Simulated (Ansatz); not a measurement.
Geometry optimisation, UKS PBE0-D4/def2-SVP (Ansatz).

The input (input.yaml):

```yaml
crystal:
  periodic: [false, false, false]
  atoms:
    - { symbol: B, position_ang: [1.07956, -2.71023, 1.3201] }
    - { symbol: C, position_ang: [0.68512, -1.57704, 0.79337] }
    - { symbol: Mg, position_ang: [0.91631, 0.41629, 0.37446] }
    - { symbol: C, position_ang: [2.58937, 1.43509, 0.99191] }
    - { symbol: H, position_ang: [2.69373, 1.39985, 2.08351] }
    - { symbol: H, position_ang: [3.49918, 0.9946, 0.56588] }
magnetization:
  spin_polarized: true
  initial_magnetization: 1
basis:
  gaussian: { orbitals: def2-SVP }
hamiltonian:
  xc: pbe0
  dispersion: d4
relax:
  f_tol: 0.015
  max_steps: 40
output:
  orbitals: {}
```

Run as:

```bash
$ ansatz run input.yaml --threads 1 --pin off --max-ram 2048MiB --backend cpu --events-out ev --progress --plain --runs-dir out
```

Task: Where does it end, and by what steps?

Result: The run converged. After 12 steps the energy has fallen by 1.008 eV; B1 moved furthest, 1.31 Å.

| step | energy less start (eV) | largest force component (eV/Å) | accepted |
| --- | --- | --- | --- |
| 0 | 0.0000 | 4.673 | yes |
| 1 | -0.3656 | 1.115 | yes |
| 2 | -0.5287 | 0.877 | yes |
| 3 | -0.6731 | 0.511 | yes |
| 4 | -0.7922 | 0.454 | yes |
| 5 | -0.8831 | 0.408 | yes |
| 6 | -0.9467 | 0.212 | yes |
| 7 | -0.9837 | 0.408 | yes |
| 8 | -1.0021 | 0.423 | yes |
| 9 | -1.0071 | 0.028 | yes |
| 10 | -1.0070 | 0.058 | no |
| 11 | -1.0075 | 0.025 | yes |
| 12 | -1.0078 | 0.003 | yes |

```xyz
6
Properties=species:S:1:pos:R:3
B -0.038 -3.216 0.868
C 0.685 -2.029 0.917
Mg 1.742 -0.285 1.002
C 2.805 1.467 1.094
H 2.765 2.191 1.924
H 3.505 1.830 0.324
```

Whether the end is a true minimum wasn't checked by a vibrational analysis.

The run took 3.9 min on 1 thread of Arm Neoverse V1, on a shared host, peak memory 0.2 GiB.
